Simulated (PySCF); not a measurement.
## Correlation energy of Ge⁺ (germanium, charge +1)

[Ar] 3d10 4s2 4p1, 2P determinant. Calculation: PySCF 2.14, in aug-cc-pVDZ-PP with ECP10MDF (5s4p3d, 32 functions); scalar relativity through the core potential. Frozen: 3s2 3p6 3d10; 3 electrons correlated.

MP2 pair energies summed by pair of shells (mhartree):

```json
{"pair": "4s-4s", "energy": "-18.45", "share (%)": "59.2"}
{"pair": "4s-4p", "energy": "-12.73", "share (%)": "40.8"}
```

Total MP2 correlation energy: -31.19 mhartree.

Same-spin part -2.13 and opposite-spin part -29.05 mhartree; SCS-MP2 scales them by 1/3 and 6/5 to -35.58 mhartree.

| level | correlation energy (mhartree) |
| --- | --- |
| CCSD | -46.25 |
| (T) | -0.46 |
| CCSD(T) | -46.71 |

Diagnostics: T1 = 0.0096, D1 = 0.0233, largest double amplitude 0.094.

**Question.** Is a single reference adequate?

**Answer.** Mostly. T1 lies below 0.03, but a double amplitude of this size points to a near-degeneracy that CCSD handles and MP2 describes poorly.
